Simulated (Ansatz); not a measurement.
`[AlH2-]1[Br+][AlH2-][Br+]1` at its PBE0-D4/def2-TZVP geometry, where that method's forces vanish. The species carries charge 0 and has multiplicity 1.

```
atom   x (Å)   y (Å)   z (Å)
 Al1  -1.235  -0.916   0.707
 Br2   1.209  -0.848   1.013
 Al3   1.235   0.916  -0.707
 Br4  -1.209   0.850  -1.012
  H5  -1.896  -0.313   2.001
  H6  -1.590  -2.273  -0.007
  H7   1.591   2.273   0.005
  H8   1.895   0.312  -2.001
```

Q: For each bond, give half the difference of the two atoms' forces along it (eV/Å; positive pushes the atoms apart) under PBE-D4, r2SCAN-D4, B3LYP-D4, ωB97M-V in def2-TZVPP. (Best estimate.)

A: The calculation gave: 
```json
{"bond": "Al1–Br2", "length (Å)": "2.464", "PBE-D4": "0.09", "r2SCAN-D4": "0.02", "B3LYP-D4": "0.16", "ωB97M-V": "0.09"}
{"bond": "Al1–Br4", "length (Å)": "2.464", "PBE-D4": "0.09", "r2SCAN-D4": "0.02", "B3LYP-D4": "0.16", "ωB97M-V": "0.09"}
{"bond": "Al1–H5", "length (Å)": "1.574", "PBE-D4": "0.05", "r2SCAN-D4": "-0.02", "B3LYP-D4": "-0.12", "ωB97M-V": "-0.14"}
{"bond": "Al1–H6", "length (Å)": "1.574", "PBE-D4": "0.05", "r2SCAN-D4": "-0.02", "B3LYP-D4": "-0.12", "ωB97M-V": "-0.14"}
{"bond": "Br2–Al3", "length (Å)": "2.464", "PBE-D4": "0.09", "r2SCAN-D4": "0.02", "B3LYP-D4": "0.16", "ωB97M-V": "0.09"}
{"bond": "Al3–Br4", "length (Å)": "2.464", "PBE-D4": "0.09", "r2SCAN-D4": "0.02", "B3LYP-D4": "0.16", "ωB97M-V": "0.09"}
{"bond": "Al3–H7", "length (Å)": "1.574", "PBE-D4": "0.05", "r2SCAN-D4": "-0.02", "B3LYP-D4": "-0.12", "ωB97M-V": "-0.14"}
{"bond": "Al3–H8", "length (Å)": "1.574", "PBE-D4": "0.05", "r2SCAN-D4": "-0.02", "B3LYP-D4": "-0.12", "ωB97M-V": "-0.14"}
```

B3LYP here is the variant with VWN-RPA as its local correlation; programs differ in this.

All numbers were calculated with Ansatz.
